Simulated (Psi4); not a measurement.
Input for Psi4: SAPT0/jun-cc-pV(D+d)Z on CH6FN (a complex), monomers drawn apart or pushed together.

```
memory 2025 MB

molecule dimer {
0 1
N     0.00140146   -0.17523242    0.29841784
H     0.23762390   -0.88215015   -0.38847313
H    -0.14930473    0.69280266   -0.20278622
H     0.81220576   -0.04631168    0.89496808
--
0 1
C     0.09394664   -0.52690464    3.41665086
F     1.32848669   -0.15328364    2.87389142
H    -0.20796700    0.23489388    4.13593406
H    -0.62509139   -0.60002428    2.60183387
H     0.21655216   -1.48894935    3.91498411
units angstrom
symmetry c1
no_reorient
no_com
}

set {
  basis jun-cc-pV(D+d)Z
  scf_type df
  freeze_core true
}

energy('sapt0')
```

Program output:

```
[...]
==> Input File <==

--------------------------------------------------------------------------
memory 2025 MB

molecule dimer {
0 1
N     0.00140146   -0.17523242    0.29841784
H     0.23762390   -0.88215015   -0.38847313
H    -0.14930473    0.69280266   -0.20278622
H     0.81220576   -0.04631168    0.89496808
--
0 1
C     0.09394664   -0.52690464    3.41665086
F     1.32848669   -0.15328364    2.87389142
H    -0.20796700    0.23489388    4.13593406
H    -0.62509139   -0.60002428    2.60183387
H     0.21655216   -1.48894935    3.91498411
units angstrom
symmetry c1
no_reorient
no_com
}

set {
  basis jun-cc-pV(D+d)Z
  scf_type df
  freeze_core true
}

energy('sapt0')
--------------------------------------------------------------------------


   => Loading Basis Set <=

    Name: JUN-CC-PV(D+D)Z
    Role: ORBITAL
    Keyword: BASIS
    atoms 1        entry N          line   222 file jun-cc-pv_dpd_z.gbs
    atoms 2-4, 7-9 entry H          line    60 file jun-cc-pv_dpd_z.gbs
    atoms 5        entry C          line   188 file jun-cc-pv_dpd_z.gbs
    atoms 6        entry F          line   290 file jun-cc-pv_dpd_z.gbs

   => Loading Basis Set <=

    Name: JUN-CC-PV(D+D)Z
    Role: ORBITAL
    Keyword: BASIS
    atoms 1        entry N          line   222 file jun-cc-pv_dpd_z.gbs
    atoms 2-4, 7-9 entry H          line    60 file jun-cc-pv_dpd_z.gbs
    atoms 5        entry C          line   188 file jun-cc-pv_dpd_z.gbs
    atoms 6        entry F          line   290 file jun-cc-pv_dpd_z.gbs


  //>>>>>>>>>>>>>>>>>>>>>>>>>>>>>>>>>>>//
  //              Dimer HF             //
  //<<<<<<<<<<<<<<<<<<<<<<<<<<<<<<<<<<<//

   => Libint2 <=

    Primary   basis highest AM E, G, H:  7, 6, 3
    Auxiliary basis highest AM E, G, H:  7, 7, 4
    Onebody   basis highest AM E, G, H:  -, -, -
    Solid Harmonics ordering:            Gaussian


   => Loading Basis Set <=

    Name: JUN-CC-PV(D+D)Z
    Role: ORBITAL
    Keyword: BASIS
    atoms 1        entry N          line   222 file jun-cc-pv_dpd_z.gbs
    atoms 2-4, 7-9 entry H          line    60 file jun-cc-pv_dpd_z.gbs
    atoms 5        entry C          line   188 file jun-cc-pv_dpd_z.gbs
    atoms 6        entry F          line   290 file jun-cc-pv_dpd_z.gbs


         ---------------------------------------------------------
                                   SCF
               by Justin Turney, Rob Parrish, Andy Simmonett
                          and Daniel G. A. Smith
                              RHF Reference
                        1 Threads,   1931 MiB Core
         ---------------------------------------------------------

  ==> Geometry <==

    Molecular point group: c1
    Full point group: C1

    Geometry (in Angstrom), charge = 0, multiplicity = 1:

       Center              X                  Y                   Z               Mass
    ------------   -----------------  -----------------  -----------------  -----------------
         N            0.001401460000    -0.175232420000     0.298417840000    14.003074004430
         H            0.237623900000    -0.882150150000    -0.388473130000     1.007825032230
         H           -0.149304730000     0.692802660000    -0.202786220000     1.007825032230
         H            0.812205760000    -0.046311680000     0.894968080000     1.007825032230
         C            0.093946640000    -0.526904640000     3.416650860000    12.000000000000
         F            1.328486690000    -0.153283640000     2.873891420000    18.998403162730
         H           -0.207967000000     0.234893880000     4.135934060000     1.007825032230
         H           -0.625091390000    -0.600024280000     2.601833870000     1.007825032230
         H            0.216552160000    -1.488949350000     3.914984110000     1.007825032230

  Running in c1 symmetry.

  Rotational constants: A =      0.78789  B =      0.04637  C =      0.04453 [cm^-1]
  Rotational constants: A =  23620.41003  B =   1390.06363  C =   1335.09786 [MHz]
  Nuclear repulsion =   80.299067871381382

  Charge       = 0
  Multiplicity = 1
  Electrons    = 28
  Nalpha       = 14
  Nbeta        = 14

  ==> Algorithm <==

  SCF Algorithm Type is DF.
  DIIS enabled.
  MOM disabled.
  Fractional occupation disabled.
  Guess Type is SAD.
  Energy threshold   = 1.00e-08
  Density threshold  = 1.00e-08
  Integral threshold = 1.00e-12

  ==> Primary Basis <==

  Basis Set: JUN-CC-PV(D+D)Z
    Blend: JUN-CC-PV(D+D)Z
    Number of shells: 42
    Number of basis functions: 84
    Number of Cartesian functions: 87
    Spherical Harmonics?: true
    Max angular momentum: 2

   => Loading Basis Set <=

    Name: (JUN-CC-PV(D+D)Z AUX)
    Role: JKFIT
    Keyword: DF_BASIS_SCF
    atoms 1        entry N          line   202 file jun-cc-pvdz-jkfit.gbs
    atoms 2-4, 7-9 entry H          line    70 file jun-cc-pvdz-jkfit.gbs
    atoms 5        entry C          line   146 file jun-cc-pvdz-jkfit.gbs
    atoms 6        entry F          line   314 file jun-cc-pvdz-jkfit.gbs

  ==> 
[...]
Energy =             37.1010880407722894
    One-Electron Energy =                -265.7669526495405421
    Two-Electron Energy =                  89.6129018702559677
    Total Energy =                       -139.0529627385122922

Computation Completed


Properties will be evaluated at   0.000000,   0.000000,   0.000000 [a0]

Properties computed using the SCF density matrix


 Multipole Moments:

 ------------------------------------------------------------------------------------
     Multipole            Electronic (a.u.)      Nuclear  (a.u.)        Total (a.u.)
 ------------------------------------------------------------------------------------

 L = 1.  Multiply by 2.5417464519 to convert [e a0] to [Debye]
 Dipole X            :        -23.2967219           22.4944566           -0.8022653
 Dipole Y            :         11.8419124          -12.0849126           -0.2430002
 Dipole Z            :       -107.3939536          107.7477995            0.3538459
 Magnitude           :                                                    0.9098822

 ------------------------------------------------------------------------------------

  Constructing Basis Sets for SAPT...

   => Loading Basis Set <=

    Name: (JUN-CC-PV(D+D)Z AUX)
    Role: RIFIT
    Keyword: DF_BASIS_SAPT
    atoms 1        entry N          line   144 file jun-cc-pvdz-ri.gbs
    atoms 2-4, 7-9 entry H          line    30 file jun-cc-pvdz-ri.gbs
    atoms 5        entry C          line   100 file jun-cc-pvdz-ri.gbs
    atoms 6        entry F          line   232 file jun-cc-pvdz-ri.gbs

   => Loading Basis Set <=

    Name: (JUN-CC-PV(D+D)Z AUX)
    Role: JKFIT
    Keyword: DF_BASIS_ELST
    atoms 1        entry N          line   202 file jun-cc-pvdz-jkfit.gbs
    atoms 2-4, 7-9 entry H          line    70 file jun-cc-pvdz-jkfit.gbs
    atoms 5        entry C          line   146 file jun-cc-pvdz-jkfit.gbs
    atoms 6        entry F          line   314 file jun-cc-pvdz-jkfit.gbs


  //>>>>>>>>>>>>>>>>>>>>>>>>>>>>>>>>>>>//
  //               SAPT0               //
  //<<<<<<<<<<<<<<<<<<<<<<<<<<<<<<<<<<<//



        SAPT0
    Ed Hohenstein
     6 June 2009

      Orbital Information
  --------------------------
    NSO        =        84
    NMO        =        84
    NRI        =       279
    NRI (Elst) =       375
    NOCC A     =         5
    NOCC B     =         9
    FOCC A     =         1
    FOCC B     =         2
    NVIR A     =        79
    NVIR B     =        75

    Elst10,r            =    -0.011417970296 [Eh]
    Exch10              =     0.013655130659 [Eh]
    Exch10 (S^2)        =     0.013586713910 [Eh]

    Maxiter = 50
    CPHF R converge = 1.000000E-08

    Iter     Energy [mEh]          dE [mEh]         Residual      Time [s]
       1      -2.38476226       2.384762258     7.253843e-03             0
       2      -2.98348144       0.598719187     1.548351e-03             0
       3      -2.96081502      -0.022666421     4.088115e-04             0
       4      -2.95914947      -0.001665549     9.824824e-05             0
       5      -2.96009666       0.000947183     3.558009e-05             0
       6      -2.96042124       0.000324580     8.262542e-06             0
       7      -2.96028977      -0.000131468     1.598991e-06             0
       8      -2.96030563       0.000015859     3.023559e-07             0
       9      -2.96030482      -0.000000812     5.495051e-08             0
      10      -2.96030452      -0.000000297     1.280358e-08             0
      11      -2.96030461       0.000000093     2.670070e-09             0

    CHF Iterations converged

    Maxiter = 50
    CPHF R converge = 1.000000E-08

    Iter     Energy [mEh]          dE [mEh]         Residual      Time [s]
       1      -1.12604161       1.126041611     6.327061e-03             0
       2      -1.43724405       0.311202436     2.201674e-03             0
       3      -1.44967309       0.012429044     7.066667e-04             0
       4      -1.43944382      -0.010229268     1.205738e-04             0
       5      -1.43985827       0.000414443     3.232356e-05             0
       6      -1.44002677       0.000168503     8.404130e-06             0
       7      -1.44000586      -0.000020910     1.959569e-06             0
       8      -1.43999660      -0.000009258     3.525026e-07             0
       9      -1.43999860       0.000001996     7.867241e-08             0
      10      -1.43999847      -0.000000125     1.837172e-08             0
      11      -1.43999843      -0.000000036     4.167060e-09             0

    CHF Iterations converged

    Ind20,r (A<-B)      =    -0.002960304611 [Eh]
    Ind20,r (B<-A)      =    -0.001439998434 [Eh]
    Ind20,r             =    -0.004400303046 [Eh]
    Exch-Ind20,r (A<-B) =     0.002515045992 [Eh]
    Exch-Ind20,r (B<-A) =     0.000556377391 [Eh]
    Exch-Ind20,r        =     0.003071423382 [Eh]
    Disp20              =    -0.003761609761 [Eh]
    Disp20 (SS)         =    -0.001880804880 [Eh]
    Disp20 (OS)         =    -0.001880804880 [Eh]
    Exch-Disp20         =     0.000706018660 [Eh]
    Exch-Disp20 (SS)    =     0.000381165120 [Eh]
    Exch-Disp20 (OS)    =     0.000324853539 [Eh]

    SAPT Results
  --------------------------------------------------------------------------------------------------------
    Electrostatics                -11.41797030 [mEh]      -7.16488453 [kcal/mol]     -29.97787688 [kJ/mol]
      Elst10,r                    -11.41797030 [mEh]      -7.16488453 [kcal/mol]     -29.97787688 [kJ/mol]

    Exchange                       13.65513066 [mEh]       8.56872385 [kcal/mol]      35.85154061 [kJ/mol]
      Exch10                       13.65513066 [mEh]       8.56872385 [kcal/mol]      35.85154061 [kJ/mol]
      Exch10(S^2)                  13.58671391 [mEh]       8.52579170 [kcal/mol]      35.67191246 [kJ/mol]

    Induction                      -2.40379181 [mEh]      -1.50840213 [kcal/mol]      -6.31115452 [kJ/mol]
      Ind20,r                      -4.40030305 [mEh]      -2.76123185 [kcal/mol]     -11.55299405 [kJ/mol]
      Exch-Ind20,r                  3.07142338 [mEh]       1.92734727 [kcal/mol]       8.06402098 [kJ/mol]
      delta HF,r (2)               -1.07491214 [mEh]      -0.67451755 [kcal/mol]      -2.82218144 [kJ/mol]

    Dispersion                     -3.05559110 [mEh]      -1.91741236 [kcal/mol]      -8.02245333 [kJ/mol]
      Disp20                       -3.76160976 [mEh]      -2.36044576 [kcal/mol]      -9.87610507 [kJ/mol]
      Exch-Disp20                   0.70601866 [mEh]       0.44303340 [kcal/mol]       1.85365174 [kJ/mol]
      Disp20 (SS)                  -1.88080488 [mEh]      -1.18022288 [kcal/mol]      -4.93805253 [kJ/mol]
      Disp20 (OS)                  -1.88080488 [mEh]      -1.18022288 [kcal/mol]      -4.93805253 [kJ/mol]
      Exch-Disp20 (SS)              0.38116512 [mEh]       0.23918472 [kcal/mol]       1.00074889 [kJ/mol]
      Exch-Disp20 (OS)              0.32485354 [mEh]       0.20384867 [kcal/mol]       0.85290285 [kJ/mol]

  Total HF                         -0.16663144 [mEh]      -0.10456281 [kcal/mol]      -0.43749079 [kJ/mol]
  Total SAPT0                      -3.22222254 [mEh]      -2.02197517 [kcal/mol]      -8.45994412 [kJ/mol]

  Special recipe for scaled SAPT0 (see Manual):
    Electrostatics sSAPT0         -11.41797030 [mEh]      -7.16488453 [kcal/mol]     -29.97787688 [kJ/mol]
    Exchange sSAPT0                13.65513066 [mEh]       8.56872385 [kcal/mol]      35.85154061 [kJ/mol]
    Induction sSAPT0               -2.35715873 [mEh]      -1.47913944 [kcal/mol]      -6.18871940 [kJ/mol]
    Dispersion sSAPT0              -3.04487170 [mEh]      -1.91068584 [kcal/mol]      -7.99430955 [kJ/mol]
  Total sSAPT0                     -3.16487007 [mEh]      -1.98598595 [kcal/mol]      -8.30936523 [kJ/mol]
  --------------------------------------------------------------------------------------------------------



*** Psi4 exiting successfully. Buy a developer a beer!
```

The run finished.

Cost: around 9 core-seconds (rough).
